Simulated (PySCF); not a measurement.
[PySCF 2.14.0 with density-fitted response routines: shieldings: GIAO PBE0/pcSseg-1; geometry: PBE0-D3(BJ)/def2-SVP; fast rotation and ring inversion assumed for equivalent nuclei; non-relativistic Hamiltonian; one computed conformer; in vacuum]

Shifts are taken against calculated references (same method and geometry level): $^{1}$H and $^{13}$C vs TMS. Shifts are as computed. Against solution values, carbons near 30 ppm lie about +2 ppm off and those near 130 ppm about +5 ppm; carbons on Cl a further +5 ppm. Of 1313 compounds with measured shifts, 239 miss one by over three times the rms of a fit or turn the order of signals round; such compounds aren't used in these exercises. Carbons bonded to Cl come out too deshielded. OH and NH positions are gas-phase values without hydrogen bonding to other molecules.

Question: Order these molecules by the shift of their most deshielded carbon, lowest δ first.
A. C/C=C(/C)F
B. C[SiH2][Si@H]([SiH3])Cl
C. CC/C=C\F

Answer: B (-10.2 ppm, methyl carbon bonded to Si), C (155.8 ppm, alkene CH), A (164.7 ppm, fully substituted alkene carbon).

Question: Order these molecules by the shift of their most deshielded carbon-bound hydrogen, lowest δ first.
A. C/C=C(/C)F
B. C[SiH2][Si@H]([SiH3])Cl
C. O[SiH](O)CCl
D. CC/C=C\F

Answer: B (0.19 ppm, hydrogen on a methyl carbon bonded to Si), C (2.77 ppm, hydrogen on an sp3 CH2 bonded to Cl and Si), A (4.50 ppm, hydrogen on an alkene CH), D (6.62 ppm, hydrogen on an alkene CH).

Question: How many $^{13}$C and $^{1}$H signals does each give (equivalence by symmetry and fast rotation, but not about amide C–N or C=N bonds)? `C/C=C(/C)F`, `O[SiH](O)CCl`, `C[SiH2][Si@H]([SiH3])Cl`, `CC/C=C\F`

Answer: C/C=C(/C)F: 4 C, 3 H; O[SiH](O)CCl: 1 C, 3 H; C[SiH2][Si@H]([SiH3])Cl: 1 C, 5 H; CC/C=C\F: 4 C, 4 H.
